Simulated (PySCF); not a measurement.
How methods differ on the excitation energy of Ti⁺

Ti⁺ [Ar] 3d2 4s1 (4F) → Ti⁺ [Ar] 3d2 4p1 (high-spin determinant), as a difference of total energies. Calculation: PySCF 2.14, in aug-cc-pVDZ; no relativity, point nucleus. Correlated levels: valence: [Ar] frozen. The calculations carry no spin-orbit coupling.

```
           method  excitation energy (eV)
              UHF                   3.548
              LDA                   3.719
              PBE                   3.585
             PBE0                   3.579
           r2SCAN                   3.614
             BLYP                   3.635
        BHandHLYP                   3.647
          wB97X-V                   3.609
            TPSSh                   3.487
    MP2 (valence)                   3.597
SCS-MP2 (valence)                   3.565
```

How much does correlation contribute at MP2 (valence)?

3.597 − (3.548) = 0.049 eV, measured against UHF.

A first-order spin-orbit estimate (lowest level to lowest level, LS coupling) adds -0.013 eV.

The determinant of the upper state mixes LS terms, which raises its energy above the lowest term, most at the Hartree-Fock and MP2 levels.
